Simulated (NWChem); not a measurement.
CCl₃, doublet; SMILES Cl[C](Cl)Cl

Program: NWChem. Spin-unrestricted. In the optimisation the excess spin sits in a (C3, its own frame). All runs use the structure optimised with PBE0/def2-SVP, spin-unrestricted. No stability test was run on the SCF state. Total energies compare along this basis series because the functional is fixed.

| level | basis functions | energy (Ha) | highest occupied level (eV) | lowest empty minus highest occupied level, either spin (eV) | dipole (D) | relative time |
|---|---|---|---|---|---|---|
| PBE0/3-21G | 48 | -1411.2425 | -6.77 | 4.20 | 0.38 | 1 |
| PBE0/pcseg-1 | 68 | -1418.0734 | -6.72 | 4.07 | 0.28 | 3 |
| PBE0/aug-pcseg-1 | 104 | -1418.0802 | -6.66 | 4.06 | 0.11 | 7 |
| PBE0/pcseg-2 | 132 | -1418.2233 | -6.60 | 4.09 | 0.17 | 10 |
| PBE0/def2-TZVPP | 157 | -1418.2022 | -6.54 | 4.06 | 0.15 | 20 |

The last column is a rough cost ratio, cheapest run = 1.
